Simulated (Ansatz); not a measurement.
`SC[SiH2]I` + CH₃OH → `CO[SiH2]CS` + HI  (ligand exchange at the Si–I bond)

Calculated with Ansatz (gas phase, PBE0-D4/def2-TZVP geometries, no zero-point term in ΔE). CCSD(T)/CBS is the MP2 limit (def2-TZVPP, def2-QZVPP) plus CCSD(T) − MP2 in def2-TZVPP, frozen cores. This one scheme is used for every species. DFT in def2-TZVPP. def2 core potentials past Kr. For I outer-core shells are correlated without core-valence functions, which leaves a few kJ/mol of doubt a bond. One conformer a species, not always the lowest.

```csv
species,ωB97M-V energy (Eh)
`SC[SiH2]I`,-1026.49735
CH₃OH,-115.71773
`CO[SiH2]CS`,-843.93498
HI,-298.28326
```

**Question.** Work out ΔE.

**Answer.** ΔE = (-843.93498) + (-298.28326) − (-1026.49735) − (-115.71773) = -0.00316 Eh = -8.3 kJ/mol. CCSD(T)/CBS gives -1.1 kJ/mol.

Largest T1 diagnostic among the species: 0.011.

From BLYP to BHLYP (50 % exact exchange), in def2-TZVPP and without D4, ΔE moves by −3.1 kJ/mol. Leaving LDA and LC-ωPBE aside and taking each functional with its dispersion term where it has one, the values, not all of them listed here, spread over 22.3 kJ/mol, from CAM-B3LYP-D4 to HSE06-D4. LDA lies −7.8 kJ/mol from PBE without D4.
